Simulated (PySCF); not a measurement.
PySCF input for OZn, SMILES [Zn]=[O], IEF-PCM-M06-2X/def2-TZVPD. The structure is a stationary point at PBE0-D3(BJ)/def2-TZVPD.

```python
import numpy as np
from pyscf import gto, scf, dft
from pyscf.solvent import pcm

mol = gto.M(
    atom='''
    Zn    0.00000000    0.00000000   -0.35804917
    O     0.00000000    0.00000000    1.34268437
    ''',
    basis='def2-TZVPD',
    charge=0,
    spin=0,
    max_memory=1600,
    verbose=3,
)
mf = dft.RKS(mol, xc='m06-2x').density_fit(auxbasis='def2-universal-jkfit')
mf.grids.level = 4
mf.conv_tol = 1e-9
mf.max_cycle = 100
mf.kernel()
res = {}
for name, eps in {'water': 78.355, 'methanol': 32.613, 'chloroform': 4.7113}.items():
    s = mf.PCM()
    s.with_solvent.method, s.with_solvent.eps, s.with_solvent.lebedev_order = 'IEF-PCM', eps, 29
    s.kernel(mf.make_rdm1())
    res[name] = (s.e_tot, eps, s.dip_moment(), s.mo_energy, s.converged)
    print(f'{name}: electrostatic solvation free energy {(s.e_tot - mf.e_tot) * 627.509474:.3f} kcal/mol')
```

It prints:

```
converged SCF energy = -1854.47532542625

WARN: PCM is an experimental feature. It is still in testing.
Features and APIs may be changed in the future.

converged SCF energy = -1854.55395370433
Dipole moment(X, Y, Z, Debye): -0.00000, -0.00000, -11.54586
water: electrostatic solvation free energy -49.340 kcal/mol

WARN: PCM is an experimental feature. It is still in testing.
Features and APIs may be changed in the future.

converged SCF energy = -1854.55111524381
Dipole moment(X, Y, Z, Debye): -0.00000, -0.00000, -11.40026
methanol: electrostatic solvation free energy -47.559 kcal/mol

WARN: PCM is an experimental feature. It is still in testing.
Features and APIs may be changed in the future.

converged SCF energy = -1854.52681748472
Dipole moment(X, Y, Z, Debye):  0.00000,  0.00000, -10.00979
chloroform: electrostatic solvation free energy -32.312 kcal/mol
```

Self-consistency was reached.

Cost: about 27 core-seconds (a rough figure).
